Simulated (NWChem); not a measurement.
# C₃H₉NSi; SMILES C=CN(C)[SiH3]

```xyz
14

C     -0.7537     2.0404     0.0993
C      0.3489     1.3083    -0.1193
N      0.4666    -0.0849    -0.0845
C      1.8212    -0.6104     0.0927
Si    -0.9398    -1.1275    -0.0142
H     -1.7060     1.6115     0.3993
H     -0.7226     3.1157    -0.0337
H      1.2797     1.8121    -0.3836
H      1.8436    -1.6788    -0.1373
H      2.5153    -0.1048    -0.5915
H      2.1950    -0.4729     1.1178
H     -1.6448    -1.1158     1.3011
H     -1.9189    -0.7118    -1.0509
H     -0.4485    -2.5062    -0.2679
```
Atoms are numbered in this order, from 1.

All runs: NWChem. All runs use the structure optimised with B3LYP/6-31G* (spherical d).

Problem. Taking CAM-B3LYP/def2-TZVP as the yardstick, which of these has the fewest basis functions while keeping “highest occupied level (eV)” within 0.05 eV of it: CAM-B3LYP/def2-SVPD; CAM-B3LYP/STO-3G; CAM-B3LYP/def2-SVP?

Solution. CAM-B3LYP/def2-SVPD.
```
level                basis functions  highest occupied level (eV)
-------------------  ---------------  ---------------------------
CAM-B3LYP/STO-3G                  38                        -4.42
CAM-B3LYP/def2-SVP               119                        -7.17
CAM-B3LYP/def2-SVPD              176                        -7.31
CAM-B3LYP/def2-TZVP              215                        -7.30
```

The yardstick is one finite set, not the basis-set limit.
